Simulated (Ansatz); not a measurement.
Reaction (homolysis of the Al–Br bond): `[NH2][Al]([OH])[Br]` → `[NH2][Al][OH]`• + Br•

Calculated with Ansatz (gas phase, PBE0-D4/def2-TZVP geometries, no zero-point term in ΔE). CCSD(T)/CBS adds triple-zeta CCSD(T) − MP2 to the extrapolated MP2 energy (def2 sets, frozen cores). Functionals use def2-TZVPP. HSE06 is defined as in plane-wave codes. Open shells (•) are unrestricted, without spin–orbit coupling. Spin–orbit coupling would lower the free atoms: clearly for Br. Bonds to Br are less sure, by a few kJ/mol each and by 10 to 20 or more in all where they break to atoms, as the def2 sets lack core-valence functions. Scalar relativity is left out up to krypton. One conformer a species, not always the lowest.

| level | ΔE (kJ/mol) | difference from CCSD(T)/CBS |
| --- | --- | --- |
| BLYP-D4 | 424.0 | -38.4 |
| r2SCAN-D4 | 444.6 | -17.8 |
| CAM-B3LYP-D4 | 438.1 | -24.3 |
| ωB97M-V | 455.1 | -7.3 |
| PBE-QIDH | 450.7 | -11.7 |
| revPBE | 412.1 | -50.3 |
| BLYP | 413.3 | -49.1 |
| HSE06 | 436.7 | -25.7 |
| CAM-B3LYP | 433.0 | -29.4 |
| HF/def2-SVP | 356.9 | -105.5 |
| CCSD(T)/CBS | 462.4 | 0 |

Largest T1 diagnostic among the species: 0.015.

In def2-TZVPP, CCSD(T) changes the Hartree–Fock value by +93.7 kJ/mol (the triples alone add +6.8 kJ/mol) and MP2 by +107.6 kJ/mol; breaking electron pairs costs correlation energy, which Hartree–Fock lacks. At CCSD(T), def2-SVP lies −33.7 kJ/mol from the extrapolated value and def2-TZVPP −18.1 kJ/mol: correlation converges slowly with the basis, and small sets miss more of it in the bonded molecule than in its fragments.

CCSD(T)/CBS has its own doubt, a few kJ/mol and more with outer-core shells, so smaller differences from it don't rank the levels.
